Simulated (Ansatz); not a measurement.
Gas-phase electronic energies from Ansatz, PBE0-D4/def2-TZVP geometries. CCSD(T)/CBS is the MP2 limit (def2-TZVPP, def2-QZVPP) plus CCSD(T) − MP2 in def2-TZVPP, frozen cores. DFT in def2-TZVPP. B3LYP here is the variant with VWN-RPA as its local correlation; programs differ in this. No spin–orbit coupling; open shells (•) take unrestricted orbitals. One conformer a species, not always the lowest.

Consider the homolysis of the C–Si bond: `CC(=O)[SiH2]N` → `C[C]=O`• + `N[SiH2]`•.

`CC(=O)[SiH2]N`:

```xyz
12

C     0.057    0.846   -1.842
C     0.167    0.773   -0.344
O     0.483    1.738    0.318
Si   -0.207   -0.895    0.568
N     0.008   -0.830    2.264
H     0.284    1.852   -2.198
H    -0.952    0.558   -2.155
H     0.742    0.125   -2.299
H     0.704   -1.927    0.002
H    -1.620   -1.248    0.264
H    -0.613   -0.244    2.801
H     0.947   -0.748    2.622
```

`C[C]=O`•:

Cartesian coordinates in Å:
```
C 0.146 0.245 -0.364
C -0.056 -0.861 0.625
O -0.727 -0.884 1.589
H -0.117 -0.123 -1.357
H -0.453 1.123 -0.107
H 1.207 0.499 -0.386
```

`N[SiH2]`•:

```xyz
6

N    -0.534    0.527   -0.412
Si    0.633   -0.618    0.138
H    -0.230    1.398   -0.819
H    -1.387    0.208   -0.843
H     1.614    0.122    0.986
H    -0.096   -1.637    0.950
```

```csv
level,ΔE (eV),difference from CCSD(T)/CBS
PBE-D4,3.00,-0.24
PBE0-D4,3.05,-0.19
B3LYP-D4,2.99,-0.25
ωB97X-V,3.18,-0.06
PBE,2.90,-0.34
PBE0,2.96,-0.28
MP2/def2-TZVPP,3.23,-0.01
HF/def2-QZVPP,2.25,-0.99
MP2/def2-QZVPP,3.28,0.04
CCSD/CBS(def2),3.18,-0.06
CCSD(T)/CBS,3.24,0
```

Largest T1 diagnostic among the species: 0.019.

From PBE to PBE0 (25 % exact exchange), in def2-TZVPP and without D4, ΔE moves by +0.07 eV. In def2-TZVPP, CCSD(T) changes the Hartree–Fock value by +0.87 eV (the triples alone add +0.05 eV) and MP2 by +0.97 eV; breaking electron pairs costs correlation energy, which Hartree–Fock lacks.
